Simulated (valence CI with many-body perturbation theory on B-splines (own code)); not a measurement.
**E1 line list for Tl⁷⁴⁺**

Computed by relativistic CI+MBPT: five valence electrons over a frozen Dirac-Fock core [He], radial functions for each j: 11 s, 11 p, 10 d, 8 f, 5 g, 2 h, with the one-electron correlation potential Σ1, the two-electron term Σ2, the three-electron term Σ3, Breit, model QED; selected CI, second order for the rest, scaled by the run's own slope (own B-spline code, finite nucleus).

The last digits are not significant, and no measured levels were compared; by estimate large intervals hold to a few tenths of a per cent, small ones and those within an open d or f shell to about a per cent. Among the levels kept, up to 7600 cm⁻¹ of a level comes from second order outside the variational space, and about a tenth of that is noise between levels of different J, which matters for small intervals.

Lines 1 to 50 of 600 in falling wavelength, among levels below 133510 × 10³ cm⁻¹, chosen from the strongest by gf and those to the six lowest levels. Wavelengths and rates use the calculated energies. Electric multipoles are in the length gauge, E1 and E2 with the static RPA response of the core. Weak lines are less certain than strong ones. Lines between different terms over intervals too small for the method are left out, as are lines whose strength nearly cancels. The highest levels of a list are the least certain.

Levels are named by their leading jj configuration (3d3/2^4 stands for four electrons in 3d with j = 3/2), which in mixed levels can hold well under half, so a name can repeat and another be missing. Letters in brackets count levels of one name in rising energy.

| λ vac (Å) | Upper | Lower | A (s⁻¹) | log gf | Branch % |
| --- | --- | --- | --- | --- | --- |
| 241.8 | (2s^2 2p1/2^2 4f7/2) J=7/2 | (2s^2 2p1/2^2 4d5/2) J=5/2 | 2.72e+09 | -0.72 | 0.0 |
| 134.9 | (2s^2 2p1/2^2 4f5/2) J=5/2 | (2s^2 2p1/2^2 4d3/2) J=3/2 | 1.46e+10 | -0.62 | 0.0 |
| 111.5 | (2s^2 2p1/2^2 4d5/2) J=5/2 | (2s^2 2p1/2^2 4p3/2) J=3/2 | 4.32e+10 | -0.32 | 0.0 |
| 71.76 | (2s 2p1/2 2p3/2^2 3p1/2) J=5/2 [b] | (2s 2p1/2 2p3/2^2 3s) J=7/2 | 2.75e+10 | -0.89 | 0.0 |
| 48.38 | (2s^2 2p3/2^2 3d5/2) J=5/2 [a] | (2s^2 2p3/2^2 3p3/2) J=3/2 [a] | 6.37e+10 | -0.87 | 0.0 |
| 48.25 | (2s 2p1/2 2p3/2^2 3d5/2) J=5/2 [f] | (2s 2p1/2 2p3/2^2 3p3/2) J=3/2 [f] | 8.07e+10 | -0.77 | 0.0 |
| 48.14 | (2s 2p1/2^2 2p3/2 3d5/2) J=5/2 [a] | (2s 2p1/2^2 2p3/2 3p3/2) J=5/2 [a] | 4.65e+10 | -1.01 | 0.0 |
| 48.08 | (2s 2p1/2 2p3/2^2 3d5/2) J=7/2 [b] | (2s 2p1/2 2p3/2^2 3p3/2) J=5/2 [b] | 6.49e+10 | -0.74 | 0.0 |
| 47.50 | (2s 2p1/2^2 2p3/2 3d5/2) J=9/2 | (2s 2p1/2^2 2p3/2 3p3/2) J=7/2 | 1.37e+11 | -0.33 | 41.4 |
| 47.33 | (2s 2p1/2 2p3/2^2 3d5/2) J=7/2 [e] | (2s 2p1/2 2p3/2^2 3p3/2) J=5/2 [e] | 1.12e+11 | -0.52 | 0.0 |
| 47.19 | (2s 2p1/2 2p3/2^2 3d5/2) J=9/2 [a] | (2s 2p1/2 2p3/2^2 3p3/2) J=7/2 [a] | 1.17e+11 | -0.41 | 1.5 |
| 47.18 | (2s 2p1/2^2 2p3/2 3d5/2) J=3/2 [b] | (2s 2p1/2^2 2p3/2 3p3/2) J=1/2 [b] | 9.52e+10 | -0.90 | 0.0 |
| 47.11 | (2s 2p1/2 2p3/2^2 3d5/2) J=11/2 | (2s 2p1/2 2p3/2^2 3p3/2) J=9/2 | 1.41e+11 | -0.25 | 2.2 |
| 47.04 | (2s 2p1/2 2p3/2^2 3d5/2) J=7/2 [a] | (2s 2p1/2 2p3/2^2 3p3/2) J=5/2 [a] | 5.46e+10 | -0.84 | 0.1 |
| 47.01 | (2s 2p1/2^2 2p3/2 3d5/2) J=7/2 [a] | (2s 2p1/2^2 2p3/2 3p3/2) J=5/2 [a] | 1.12e+11 | -0.53 | 0.0 |
| 46.67 | (2s 2p1/2 2p3/2^2 3d5/2) J=9/2 [b] | (2s 2p1/2 2p3/2^2 3p3/2) J=7/2 [b] | 1.08e+11 | -0.45 | 0.8 |
| 46.66 | (2s 2p1/2^2 2p3/2 3d5/2) J=5/2 [b] | (2s 2p1/2^2 2p3/2 3p3/2) J=3/2 [b] | 1.17e+11 | -0.64 | 0.0 |
| 46.59 | (2s^2 2p1/2 2p3/2 3d5/2) J=7/2 [b] | (2s^2 2p1/2 2p3/2 3p3/2) J=5/2 [b] | 1.06e+11 | -0.56 | 0.0 |
| 46.58 | (2s^2 2p1/2 2p3/2 3d5/2) J=7/2 [a] | (2s^2 2p1/2 2p3/2 3p3/2) J=5/2 [a] | 1.17e+11 | -0.52 | 0.3 |
| 46.57 | (2s^2 2p1/2 2p3/2 3d5/2) J=5/2 [b] | (2s^2 2p1/2 2p3/2 3p3/2) J=3/2 [b] | 7.06e+10 | -0.86 | 0.0 |
| 46.57 | (2s^2 2p3/2^2 3d5/2) J=7/2 | (2s^2 2p3/2^2 3p3/2) J=5/2 | 7.40e+10 | -0.72 | 0.4 |
| 46.54 | (2s 2p1/2 2p3/2^2 3d5/2) J=5/2 [d] | (2s 2p1/2 2p3/2^2 3p3/2) J=3/2 [d] | 9.46e+10 | -0.73 | 0.0 |
| 46.33 | (2s 2p1/2 2p3/2^2 3d5/2) J=9/2 [b] | (2s 2p1/2 2p3/2^2 3p3/2) J=9/2 | 3.00e+10 | -1.01 | 0.2 |
| 46.31 | (2s^2 2p3/2^2 3d5/2) J=9/2 | (2s^2 2p3/2^2 3p3/2) J=7/2 | 1.13e+11 | -0.44 | 11.9 |
| 46.30 | (2s 2p1/2 2p3/2^2 3d5/2) J=7/2 [c] | (2s 2p1/2 2p3/2^2 3p3/2) J=5/2 [c] | 1.25e+11 | -0.49 | 0.1 |
| 46.21 | (2s 2p1/2 2p3/2^2 3d5/2) J=5/2 [a] | (2s 2p1/2 2p3/2^2 3p3/2) J=3/2 [a] | 4.84e+10 | -1.03 | 0.0 |
| 46.16 | (2s 2p1/2 2p3/2^2 3d5/2) J=7/2 [d] | (2s 2p1/2 2p3/2^2 3p3/2) J=5/2 [d] | 1.12e+11 | -0.54 | 0.0 |
| 46.15 | (2s 2p1/2^2 2p3/2 3d5/2) J=7/2 [b] | (2s 2p1/2^2 2p3/2 3p3/2) J=5/2 [b] | 1.43e+11 | -0.44 | 0.0 |
| 46.14 | (2s^2 2p3/2^2 3d5/2) J=5/2 [b] | (2s^2 2p3/2^2 3p3/2) J=3/2 [b] | 1.16e+11 | -0.65 | 0.0 |
| 45.94 | (2s 2p1/2 2p3/2^2 3d3/2) J=7/2 [c] | (2s 2p1/2 2p3/2^2 3p3/2) J=5/2 [a] | 4.88e+10 | -0.91 | 0.1 |
| 45.85 | (2s^2 2p1/2^2 3d5/2) J=5/2 | (2s^2 2p1/2^2 3p3/2) J=3/2 | 1.43e+11 | -0.57 | 0.0 |
| 45.79 | (2s^2 2p1/2 2p3/2 3d5/2) J=9/2 | (2s^2 2p1/2 2p3/2 3p3/2) J=7/2 | 1.42e+11 | -0.35 | 42.0 |
| 45.76 | (2s 2p1/2 2p3/2^2 3d5/2) J=5/2 [c] | (2s 2p1/2 2p3/2^2 3p3/2) J=3/2 [c] | 1.38e+11 | -0.58 | 0.0 |
| 45.67 | (2s 2p1/2 2p3/2^2 3d5/2) J=5/2 [b] | (2s 2p1/2 2p3/2^2 3p3/2) J=5/2 [b] | 7.26e+10 | -0.87 | 0.0 |
| 45.57 | (2s 2p1/2 2p3/2^2 3d5/2) J=9/2 [c] | (2s 2p1/2 2p3/2^2 3p3/2) J=7/2 [c] | 1.47e+11 | -0.34 | 0.2 |
| 45.36 | (2s 2p1/2 2p3/2^2 3d5/2) J=3/2 [d] | (2s 2p1/2 2p3/2^2 3p3/2) J=1/2 [c] | 9.89e+10 | -0.91 | 0.0 |
| 45.17 | (2s 2p1/2 2p3/2^2 3d5/2) J=5/2 [e] | (2s 2p1/2 2p3/2^2 3p3/2) J=3/2 [e] | 1.07e+11 | -0.71 | 0.0 |
| 44.59 | (2s 2p1/2^2 2p3/2 3d5/2) J=5/2 [a] | (2s 2p1/2^2 2p3/2 3p3/2) J=3/2 [a] | 9.43e+10 | -0.77 | 0.0 |
| 44.31 | (2s^2 2p1/2 2p3/2 3d5/2) J=5/2 [a] | (2s^2 2p1/2 2p3/2 3p3/2) J=3/2 [a] | 1.03e+11 | -0.74 | 0.0 |
| 43.91 | (2s^2 2p1/2 2p3/2 3d5/2) J=3/2 [a] | (2s^2 2p1/2 2p3/2 3p3/2) J=1/2 [a] | 8.83e+10 | -0.99 | 0.0 |
| 43.44 | (2s 2p1/2 2p3/2^2 3d5/2) J=3/2 [b] | (2s 2p1/2 2p3/2^2 3p3/2) J=3/2 [b] | 8.00e+10 | -1.04 | 0.0 |
| 42.05 | (2s 2p1/2 2p3/2^2 3d5/2) J=3/2 [c] | (2s 2p1/2 2p3/2^2 3p3/2) J=1/2 [b] | 9.43e+10 | -1.00 | 0.0 |
| 41.93 | (2s 2p1/2^2 2p3/2 3d5/2) J=3/2 [a] | (2s 2p1/2^2 2p3/2 3p3/2) J=3/2 [a] | 9.42e+10 | -1.00 | 0.0 |
| 41.06 | (2s 2p1/2 2p3/2^2 3d5/2) J=7/2 [b] | (2s 2p1/2 2p3/2^2 3p3/2) J=7/2 [b] | 7.56e+10 | -0.82 | 0.0 |
| 40.62 | (2s^2 2p1/2^2 4d3/2) J=3/2 | (2s^2 2p1/2^2 4p1/2) J=1/2 | 7.20e+11 | -0.15 | 0.2 |
| 39.80 | (2s 2p1/2 2p3/2^2 3d5/2) J=5/2 [a] | (2s 2p1/2 2p3/2^2 3p3/2) J=5/2 [a] | 6.77e+10 | -1.02 | 0.0 |
| 39.44 | (2s^2 2p3/2^2 3d5/2) J=5/2 [a] | (2s^2 2p3/2^2 3p3/2) J=5/2 | 8.51e+10 | -0.92 | 0.0 |
| 39.29 | (2s^2 2p1/2^2 4p3/2) J=3/2 | (2s^2 2p1/2^2 4s) J=1/2 | 9.32e+11 | -0.06 | 1.1 |
| 38.05 | (2s 2p1/2 2p3/2^2 3p3/2) J=9/2 | (2s^2 2p3/2^2 3p3/2) J=7/2 | 7.04e+10 | -0.82 | 0.5 |
| 34.53 | (2s 2p1/2^2 2p3/2 3p3/2) J=7/2 | (2s^2 2p1/2 2p3/2 3p3/2) J=5/2 [a] | 7.41e+10 | -0.98 | 0.2 |
